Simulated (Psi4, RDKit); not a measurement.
Torsional profile of SMILES CO/C=C\[SiH3]. Scanned: dihedral C1–O2–C3–C4; all other coordinates were relaxed at GFN2-xTB. Points at φ and −φ are mirror images. Heavy atoms are numbered in the order of the SMILES CO/C=C\[SiH3], hydrogens after them in the order of the atoms that carry them; the mirror image has the same energies with the sign of each dihedral reversed.

- MMFF94 // GFN2-xTB (RDKit)
- MP2/cc-pVTZ = DF-MP2 (frozen core)/cc-pVTZ // GFN2-xTB (Psi4 1.11)

Energies relative to the lowest point of each profile, in mEh:

| φ / ° | MMFF94 |
|---|---|
| -140 | 2.0 |
| -100 | 6.6 |
| -60 | 9.8 |
| 0 | 5.3 |
| 20 | 6.2 |
| 40 | 7.7 |
| 60 | 9.8 |
| 80 | 8.2 |
| 100 | 6.6 |
| 120 | 4.4 |
| 160 | 0.6 |
| 180 | 0.0 |

Task: What does MP2/cc-pVTZ give at the same points?

Result: -140: 1.2; -100: 5.8; -60: 8.3; 0: 2.3; 20: 3.2; 40: 5.7; 60: 8.3; 80: 8.1; 100: 5.8; 120: 3.2; 160: 0.2; 180: 0.0 (mEh).

MMFF94 has few fitted parameters for silicon.
